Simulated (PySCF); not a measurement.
## Structure from 2D NMR

Compound of formula C5H11BO3. Correlations simulated from computed shifts and the bond graph:

HSQC (one-bond C–H):
```csv
δH,δC
4.22,74.3
3.75,85.9
3.75,74.3
1.26,40.3
1.14,21.7
0.66,18.0
```

COSY cross peaks (H two or three bonds apart, from the bond graph; peaks can be absent where the dihedral angle is near 90°):
```csv
δH,δH
4.22,3.75
4.22,3.75
3.75,3.75
3.75,1.26
1.26,1.14
1.26,0.66
```

HMBC (two and three bonds, from the bond graph):
```csv
δH,δC
4.22,"85.9, 40.3"
3.75,"74.3, 40.3, 21.7, 18.0"
3.75,"85.9, 40.3"
1.26,"85.9, 74.3, 21.7, 18.0"
1.14,"85.9, 40.3, 18.0"
0.66,"85.9, 40.3, 21.7"
```

Calculated, not measured (PySCF 2.14): coordinates at the PBE0-D3(BJ)/def2-SVP level, NMR shieldings at KT2/pcSseg-1/GIAO. One conformer, fast rotation and ring inversion assumed for equivalent nuclei, in vacuum, no relativistic terms.

Scale: $^{1}$H (σref 31.18) and $^{13}$C (σref 183.22) vs TMS (reference shieldings calculated alike).

Exchangeable hydrogens are left out of these lists.

Task: Assemble the structure.

Result: `CC(C)[C@H]1COB(O)O1`.

Atoms are numbered as in `[CH3:1][CH:2]([CH3:3])[C@H:4]1[CH2:5][O:6][B:7]([OH:8])[O:9]1`. Each H is labelled by its parent atom. Ha(C5) is cis to C2 on the ring; Hb(C5) is trans to C2 on the ring.

δC 85.9 is C4, an sp3 CH bonded to O (δH 3.75). δC 74.3 is C5, an sp3 CH2 bonded to O (δH 3.75, 4.22). δC 40.3 is C2, an sp3 CH (δH 1.26). δC 21.7 is C3, a methyl carbon (δH 1.14). δC 18.0 is C1, a methyl carbon (δH 0.66). COSY links 4.22–3.75, 4.22–3.75, 3.75–3.75, 3.75–1.26, 1.26–1.14, 1.26–0.66.

The data come from this structure; uniqueness wasn't tested.

OH and NH positions are those of a molecule without intermolecular hydrogen bonds; in solution they move with solvent, concentration and temperature, and exchange usually removes their couplings. Shifts are as computed. Against solution values, carbons near 30 ppm lie about +2 ppm off and those near 130 ppm about -5 ppm. Of 1309 compounds with measured shifts, 239 miss one by over three times the rms of a fit or turn the order of signals round; such compounds aren't used in these exercises.
